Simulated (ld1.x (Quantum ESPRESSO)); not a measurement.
## Ni: one change to a TM potential, before and after

| Quantity | Value |
| --- | --- |
| Element | Ni (Z = 28) |
| Generator | ld1.x (Quantum ESPRESSO) 7.5 |
| Type | norm-conserving Troullier–Martins (Kleinman–Bylander form) |
| Functional | PW91 |
| Relativity | scalar-relativistic |
| Frozen core | [Ne] 3s2 |
| Valence charge | 16 |
| Reference configuration | 3p6 3d9 4s1 4p0 |
| Partial waves | 4s (bound): rc 2.20 bohr; 3d (bound): rc 1.20 bohr; 3p (bound): rc 1.15 bohr |
| Local potential | the p channel |
| Core correction | Bessel-smoothed model core inside 1.05 bohr |

All-electron outer shells of the reference configuration (PW91, scalar-relativistic, ld1.x):

```
shell  level (eV)  outermost node (bohr)  outermost maximum (bohr)
   2p     -839.58                      –                      0.16
   3s     -106.00                   0.30                      0.64
   3p      -66.51                   0.27                      0.65
   3d       -4.72                      –                      0.63
   4s       -4.54                   0.93                      2.35
   4p       -0.80                   1.02                      3.64
```

Change: wave 3p (bound): rc 1.15 bohr becomes 3p (bound): rc 1.28 bohr.

Cutoffs: the cutoffs (Ry, on a coarse ladder) from which the occupation-weighted sum of valence levels, in a spherical-Bessel basis at the reference potential, stays within 10 and 1 mRy of its value at 400 Ry; they do not see the model core or the augmentation charge, which bear on the density cutoff. Errors are all-electron minus pseudo energies relative to the spin-unpolarised reference configuration.

**Question.** How do hardness, ghosts and transferability respond?

**Answer.** The potential gets neither clearly harder nor softer (160 Ry and 300 Ry → 160 Ry and 300 Ry); both files keep a bound ghost (s); of the 7 tests that both files solve, the error grows in 1 and shrinks in 3 by more than 15 % and 0.3 meV (median size 41.2 → 28.1 meV).

```csv
quantity,base,changed
"cutoff, loose",160 Ry,160 Ry
"cutoff, tight",300 Ry,300 Ry
bound ghosts,s,s
"error for 3p6 3d8 4s2 4p0, meV [ΔE 1.61 eV]",-41,-43
"error for 3p6 3d8 4s1 4p0, meV [ΔE 11.01 eV]",-11,-12
"error for 3p6 3d8 4s0 4p0, meV [ΔE 28.42 eV]",+1.9,+1.0
"error for 3p6 3d7 4s0 4p0, meV [ΔE 65.99 eV]",-6.7,-13
"error for 3p6 3d8 4s0 4p2, meV [ΔE 11.17 eV]",+61,+37
"error for 3p6 3d8 4s0 4p1, meV [ΔE 16.72 eV]",+46,+28
"error for 3p6 3d7 4s2 4p0, meV [ΔE 17.83 eV]",-154,-162
s: phases at 2.40 bohr within 0.05 rad from the reference energy up to (Ry; the scan ends near 5),3.5,3.5
p: phases at 2.40 bohr within 0.05 rad from the reference energy up to (Ry; the scan ends near 5),to the end of the scan,to the end of the scan
d: phases at 2.40 bohr within 0.05 rad from the reference energy up to (Ry; the scan ends near 5),to the end of the scan,to the end of the scan
```

 A true bound ghost makes a file unfit for plane-wave use even where its test errors are small: the radial tests pick states by their node count and pass the ghost by.
